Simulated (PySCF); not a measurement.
A calculated (B2PLYP, PySCF 2.14, ANO-RCC-VTZP, the spin-free X2C one-electron Hamiltonian (Gaussian nucleus)) atom or ion has these occupied shells.

| shell | electrons | orbital energy (eV) | rms radius, mean of both spins (bohr) |
| --- | --- | --- | --- |
| 1s α | 1 | -19963.8 | 0.0404 |
| 1s β | 1 | -19963.8 | 0.0404 |
| 2s α | 1 | -2863.9 | 0.166 |
| 2s β | 1 | -2863.2 | 0.166 |
| 2p α | 3 | -2558.4 | 0.148 |
| 2p β | 3 | -2557.8 | 0.148 |
| 3s α | 1 | -507.75 | 0.457 |
| 3s β | 1 | -507.33 | 0.457 |
| 3p α | 3 | -405.98 | 0.463 |
| 3p β | 3 | -405.53 | 0.463 |
| 3d α | 5 | -240.21 | 0.454 |
| 3d β | 5 | -239.38 | 0.454 |
| 4s α | 1 | -77.696 | 1.18 |
| 4s β | 1 | -73.715 | 1.18 |
| 4p α | 3 | -49.266 | 1.32 |
| 4p β | 3 | -44.352 | 1.32 |
| 4d α | 4 | -10.139 | 2.00 |
| 5s α | 1 | -7.578 | 3.40 |
| 5p α | 1 | -3.422 | 4.64 |

Name the element and its charge.

Mo (molybdenum, neutral), in [Kr] 4d4 5s1 5p1, one real determinant (an excited configuration).
